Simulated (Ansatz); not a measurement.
Two structures of BSiH$_{7}$O$_{3}$, closed shell, reached by relaxing down either side of one saddle point (PBE0-D4/def2-TZVP). Energies are electronic, without zero-point energy. Ansatz 0.2.0; basis: def2-TZVPP and def2-QZVPP; cores frozen in the correlated methods. Extrapolation: Hartree–Fock as exp(−7.88 √X), correlation as X^−2.97. First:

B1  (-0.095, -0.574, 0.894)
Si2  (0.676, 1.203, 0.259)
O3  (-0.793, -1.377, 0.037)
O4  (0.049, -1.027, 2.172)
H5  (-1.058, 0.350, -2.716)
O6  (-0.290, -0.183, -2.499)
H7  (-0.344, 2.069, -0.387)
H8  (1.153, 1.920, 1.484)
H9  (1.845, 1.025, -0.636)
H10  (-1.089, -2.194, 0.455)
H11  (0.535, -0.428, 2.742)
H12  (-0.588, -0.784, -1.804)
(Å)

Second:

| atom | x (Å) | y (Å) | z (Å) |
| --- | --- | --- | --- |
| B1 | -0.4332 | -1.6028 | -0.2073 |
| Si2 | 0.6122 | 2.2330 | 0.2853 |
| O3 | -1.6135 | -0.9837 | 0.0809 |
| O4 | 0.7524 | -0.9563 | 0.0174 |
| H5 | 0.5110 | 1.8692 | -1.1478 |
| O6 | -0.4257 | -2.8677 | -0.7216 |
| H7 | 0.4987 | 3.7090 | 0.4230 |
| H8 | -0.5176 | 1.6236 | 1.0395 |
| H9 | 1.9001 | 1.7826 | 0.8613 |
| H10 | -1.4832 | -0.0990 | 0.4341 |
| H11 | 1.5108 | -1.4904 | -0.2287 |
| H12 | -1.3118 | -3.2177 | -0.8360 |

Problem. Which bonds change from the first to the second?

Solution. BSiH₅O₂ ([OH][B]([OH])[SiH3]) + H₂O → BH₃O₃ ([OH][B]([OH])[OH]) + SiH₄; bonds formed: B1–O6, Si2–H5; bonds broken: B1–Si2, H5–O6.

Problem. Give the saddle point's structure and its height above each. (An estimate is asked for; the value comes from the calculation.)

Solution. The calculation gives: 37.18 kcal/mol above the first and 68.76 kcal/mol above the second (CCSD(T) at an estimated basis limit (MP2 extrapolated from triple and quadruple zeta, plus CCSD(T) − MP2 in triple zeta)).
```
atom    x (Å)    y (Å)    z (Å)
  B1  -0.2516  -0.7839   0.1055
 Si2   0.4614   1.4987   0.1000
  O3  -1.6048  -0.8158   0.3726
  O4   0.6241  -1.4025   0.9706
  H5   0.1588   0.0479  -1.2112
  O6  -0.0344  -1.0626  -1.4191
  H7   0.0141   2.6078  -0.8000
  H8  -0.1586   1.7674   1.4290
  H9   1.9388   1.6520   0.2724
 H10  -1.7877  -0.9450   1.3059
 H11   1.5430  -1.3665   0.7009
 H12  -0.9030  -1.1977  -1.8264
```

The T1 diagnostic stays at or below 0.014.

Labels in which every atom is bracketed show which atoms are joined, not bond orders.

For scale, one of the runs: CCSD(T)/def2-TZVPP, 264 basis functions, launched by `ansatz run in.yaml --threads 8 --pin off --events-out ev --progress --plain --max-ram 19148MiB`. Time: 2.3 min of wall clock on 8 CPU threads of an Arm Neoverse V1; the host was shared. Peak host memory: 6.7 GiB.
